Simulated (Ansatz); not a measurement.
A single point on `[NH2][Mo](=[O])(=[O])[Cl]`.

```yaml
crystal:
  periodic: [false, false, false]
  atoms:
    - {symbol: N, position_ang: [-0.673353, 0.700048, 0.674959]}
    - {symbol: Mo, position_ang: [0.430363, -0.478037, -0.351293]}
    - {symbol: O, position_ang: [1.968268, -0.471816, 0.309274]}
    - {symbol: O, position_ang: [-0.232547, -2.013631, -0.287773]}
    - {symbol: Cl, position_ang: [0.523198, 0.223083, -2.504012]}
    - {symbol: H, position_ang: [-0.308361, 1.454775, 1.238211]}
    - {symbol: H, position_ang: [-1.646368, 0.517580, 0.875034]}
basis:
  gaussian: {orbitals: def2-TZVPP}
hamiltonian: {xc: pbe}
correlation: {method: rpa}
```

```sh
$ ansatz run in.yaml --threads 4 --pin off --events-out ev --progress --plain --max-ram 10444MiB
```

Shortened log:

```
Functional definition: PBE
1401 factors; integrals over basis functions are off by at most 9.3e-4 eV
mean field evaluation 1: about -19969.6251 eV, gradient 1.2e2 eV
mean field evaluation 2: about -19969.6212 eV, gradient 1.2e2 eV
mean field evaluation 4: about -19979.1485 eV, gradient 8.3e1 eV
mean field evaluation 8: about -19993.7704 eV, gradient 7.1e0 eV
mean field evaluation 16: about -19993.8863 eV, gradient 2.6e-3 eV
mean field -19993.88629327 eV, -734.7617689348 hartree, gradient 1.0e-6 eV, S^2 0.000000; 0 other end points of the search recorded, 0 dependent functions left out
8 core orbitals not correlated: weight in the atoms' cores, before any rotation towards them, 1.000 or more for the frozen orbitals, at most 0.000 for the correlated occupied ones
reference -19931.86404696 eV, -732.4824934231 hartree; 20, 20 occupied and 191, 191 virtual orbitals, 1401 factors
Total energy: -19990.01886154 eV, -734.6196434403 hartree
```

Hardware: 4 threads of an Arm Neoverse V1 on a shared host. Wall time 6 s, peak host memory 0.55 GiB.
